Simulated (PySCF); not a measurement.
**Choosing a basis for TDDFT**

Species: C3H7BO2.
Bonds: C1–B2, B2–O3, O3–C4, C4–C5, C5–O6, B2–O6. Hydrogens: H7, H8, H9 on C1; H10, H11 on C4; H12, H13 on C5.

TDDFT with PBE0 (PySCF), vertical singlets, core orbitals frozen in the response, spherical d and f functions. Isolated species at its PBE0-D3(BJ)/def2-SVP geometry, gas phase.

How do the low singlets change with the basis? Take 6-31G*, def2-SVP, 6-31+G*, def2-SVPD, aug-cc-pVDZ, def2-TZVP and def2-TZVPD.

| basis | functions | diffuse | S1 (eV) | S2 (eV) | S3 (eV) | S4 (eV) | S5 (eV) | LUMO (eV) | α (au) |
| --- | --- | --- | --- | --- | --- | --- | --- | --- | --- |
| 6-31G* | 98 | no | 8.27 | 8.53 | 9.37 | 9.53 | 9.53 | 1.83 | 45.8 |
| def2-SVP | 119 | no | 7.93 | 8.14 | 8.92 | 9.32 | 9.42 | 1.54 | 46.6 |
| 6-31+G* | 122 | yes | 6.88 | 7.33 | 7.61 | 7.87 | 8.12 | 0.14 | 51.0 |
| def2-SVPD | 182 | yes | 7.01 | 7.86 | 7.94 | 8.39 | 8.65 | 0.29 | 54.4 |
| aug-cc-pVDZ | 201 | yes | 6.67 | 7.17 | 7.31 | 7.54 | 7.91 | -0.09 | 55.6 |
| def2-TZVP | 228 | no | 7.32 | 7.93 | 8.18 | 8.93 | 8.95 | 0.84 | 53.1 |
| def2-TZVPD | 291 | yes | 6.80 | 7.44 | 7.70 | 7.93 | 8.29 | 0.09 | 55.4 |

States are compared by their number. Against the largest diffuse basis here (def2-TZVPD, itself not a converged limit), sets without diffuse functions differ by up to 1.46 eV in S1 and 1.24 eV in S5; the smaller diffuse sets differ by up to 0.20 and 0.38 eV. State by state, the largest deviation of a set without diffuse functions is S1 1.46, S2 1.09, S3 1.67, S4 1.60, S5 1.24 eV. The same number needn't mean the same state in each row. Against def2-TZVPD the polarisability deviates by -17% in 6-31G*, -16% in def2-SVP, -8% in 6-31+G*, -2% in def2-SVPD, 0% in aug-cc-pVDZ, -4% in def2-TZVP. A single + in a Pople set puts diffuse functions on heavy atoms only.

Without π bonds the low states are Rydberg-like; a valence basis with one diffuse set may place them up to an eV too high.
